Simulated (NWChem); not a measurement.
System: BeNH2F; SMILES [NH2][Be][F]

NWChem input:

```
start job
memory heap 200 mb stack 900 mb global 1100 mb
geometry units angstroms noautoz
  Be     0.000000     0.000000    -0.090862
  F      0.000000     0.000000    -1.476898
  N      0.000000     0.000000     1.412757
  H      0.000000    -0.824445     1.988716
  H      0.000000     0.824445     1.988716
end
basis spherical
  * library def2-svp
end
dft
  xc slater pw91lda
  iterations 150
  mulliken
end
task dft energy
```

All runs use the structure optimised with PBE0-D3(BJ)/def2-TZVP.

Task: What results follow from this input? (LDA (Slater exchange, PW92)/def2-SVP.) Quantities: energy (Ha); highest occupied level (eV); orbital gap (eV); dipole (D).

Result: The energy (Ha) is -169.21 and the highest occupied level (eV) comes out as -5.91. The orbital gap (eV) is 5.26 and the dipole (D) comes out as 2.34.
